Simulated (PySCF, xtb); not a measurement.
C4H7FSi, SMILES C=C/C=C(\F)[SiH3]. Other conformers were not sampled.

Harmonic wavenumbers (cm⁻¹) from GFN2-xTB run with xtb at its own minimum, in rising order: 68, 112, 135, 164, 247, 386, 399, 417, 551, 565, 662, 758, 766, 784, 795, 855, 890, 952, 1016, 1063, 1185, 1240, 1298, 1407, 1629, 1657, 2272, 2278, 2286, 3070, 3084, 3100, 3133.

What does PBE-D3(BJ)/def2-SVP run with PySCF give at its own minimum? (Estimate from the structure and the level; the computed values follow.)

106, 133, 147, 177, 243, 386, 403, 433, 624, 657, 679, 793, 861, 880, 892, 895, 917, 933, 1003, 1058, 1179, 1239, 1273, 1382, 1608, 1656, 2168, 2173, 2187, 3074, 3102, 3111, 3178. Paired by order, the mean absolute difference is 36 cm⁻¹ and the zero-point energies are 56.1 and 56.5 kcal/mol.
